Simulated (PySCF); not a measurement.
# Relaxation of singlet HfO₂

Level of theory: PBE0/[Hf def2-TZVP with ECP60, O def2-TZVP], scalar-relativistic core potentials, density fitting, no spin–orbit coupling, PySCF. A (50,194) grid was used.

A start displaced from a saddle point along its imaginary mode, of C2v symmetry, held to at least that symmetry:

Coordinates in bohr (charge 0 multiplicity 1):
```
Hf    0.0000   -0.0403    0.0000
O     0.0000    0.2268    3.5093
O     0.0000    0.2268   -3.5093
```

Optimiser trace:
```
step  E − E(last) (kJ/mol)  largest gradient (Eh/bohr)
   0                205.59                     0.02219
   1                183.54                     0.03839
   2                136.88                     0.03658
   3                 87.76                     0.04790
   4                 15.42                     0.04159
   5                  4.51                     0.04023
   6                  0.38                     0.01002
   7                  0.01                     0.00074
   8                  0.00                     0.00016
   9                  0.00                     0.00001
```

It ends at C2v with Hf–O 1.776 Å (×2); O–Hf–O 107.8° (after a last refinement on a finer grid). A frequency run shows a minimum.

With an element this heavy the missing spin–orbit coupling can shift these numbers.

The relaxation took of the order of 40 core-seconds on a shared host.
